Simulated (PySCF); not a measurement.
CsN⁺: one state, many levels of theory

State: ⁴Σ⁻ (quartet), unpaired electrons σ ↑, π ↑↑. Set-up: PySCF, scalar-relativistic core potentials, basis sets Cs def2-TZVP with ECP46, N def2-TZVP. De refers to Cs⁺ + N in their high-spin ground configurations, without counterpoise correction. The functionals are run spin-unrestricted. A positive dipole points towards N; it is taken about the centre of mass and depends on that origin.

```
      Level  Re (Å)  ωe (cm⁻¹)  De (eV)  μ (D)  CPU s a point (SCF and correlation, without the integrals)
        UHF   3.882       41.2    0.024  -1.46                                                        0.23
    UHF-MP2   3.654       59.5    0.044    n/a                                                        0.48
UHF-SCS-MP2   3.693       56.4    0.040    n/a                                                         n/a
   UHF-CCSD   3.681       57.7    0.042    n/a                                                         n/a
UHF-CCSD(T)   3.665       58.9    0.044    n/a                                                          18
        PBE   3.583       61.7    0.055  -1.18                                                        0.76
     PBEsol   3.475       66.0    0.058  -1.11                                                        0.45
     r²SCAN   3.576       61.2    0.045  -1.21                                                         1.1
      TPSSh   3.711       50.1    0.040  -1.30                                                         1.3
       PBE0   3.606       57.9    0.045  -1.24                                                         1.3
  BHandHLYP   3.613       57.2    0.035  -1.27                                                        0.58
```

(1) Which functional lies closest to UHF-CCSD(T) in De, which farthest, and by how much do they differ from it?

(2) What does the step from GGA to meta-GGA do here, going from PBE to r²SCAN?

(3) What does second-order correlation do here, going from UHF to UHF-MP2?

Correlated steps freeze 1 core orbital. The bond is weak. Basis-set superposition, not corrected here, can be much of De in a small basis, most of all at correlated wavefunction levels. Spin–orbit coupling is left out, which matters for elements this heavy, above all for dissociation energies. For an ion De counts to the pair picked by the measured ionisation energies or electron affinities, which need not be the lowest pair at this level. The state was picked by a PBE0 search and need not be the measured ground state.

The whole job (state search and all levels along the bond) took about 4.2 min on 1 thread of Arm Neoverse N1 (shared host), peak memory 1.1 GiB.

## Answers

(1) Closest is r²SCAN (-8.9 pm in Re, +3.9 % in ωe, +0.00 eV in De against UHF-CCSD(T) in the same basis), farthest PBEsol (-19.0 pm in Re, +12.1 % in ωe, +0.01 eV in De). CCSD(T) converges more slowly with the basis than the functionals do and binds too weakly in this one, so the order can change at the basis-set limit.

(2) r²SCAN less PBE: -0.7 pm in Re, -0.8 % in ωe, -0.01 eV in De. 

(3) UHF-MP2 less UHF: -22.8 pm in Re, +44.4 % in ωe, +0.02 eV in De. Correlation nearly always deepens the well. The bond shortens, as in weak, metallic or heavy-atom bonds, where dispersion and the correlation of outer-core electrons pull the atoms together.
